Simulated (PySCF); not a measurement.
## Ionising CsLi

PBE0; Cs def2-TZVP with ECP46, Li def2-TZVP; scalar-relativistic core potentials (PySCF 2.14). Neutral (UKS): singlet (closed shell), Re = 3.749 Å, ωe = 178 cm⁻¹, De = 0.61 eV, HOMO -3.04 eV, LUMO -1.20 eV.

CsLi⁺ (UKS): doublet (σ ↑), Re = 4.320 Å, ωe = 115 cm⁻¹, De = 0.35 eV to Cs⁺ + Li. The energies at the minima are -27.62930 hartree for CsLi and -27.47671 for CsLi⁺.

**Question.** Work out the adiabatic ionisation energy, without and with harmonic zero-point energies (1 hartree = 27.2114 eV, 1 eV = 8065.5 cm⁻¹), and the change of the bond length.

**Answer.** At PBE0: 0.15259 hartree = 4.152 eV between the minima; the zero-point term (115.0 − 178.0)/2 cm⁻¹ = -0.004 eV makes it 4.148 eV. Re changes by +57.1 pm against the neutral. Minus the HOMO energy is 3.04 eV, -1.11 eV from the value between the minima; self-interaction puts the Kohn–Sham level too high, less so with exact exchange. The electron leaves a σ orbital, and the ion is left as a loose complex of an ion and an atom.

Closed-shell solutions of metal pairs were not tested for spin polarisation, which can lower them a little. Weak bonds: CsLi⁺. Basis-set superposition, not corrected here, can be much of De in a small basis, most of all at correlated wavefunction levels. Spin–orbit coupling is left out. For an ion De counts to the pair picked by the measured ionisation energies or electron affinities, which need not be the lowest pair at this level. States were picked by a PBE0 search and need not be the measured ground states.
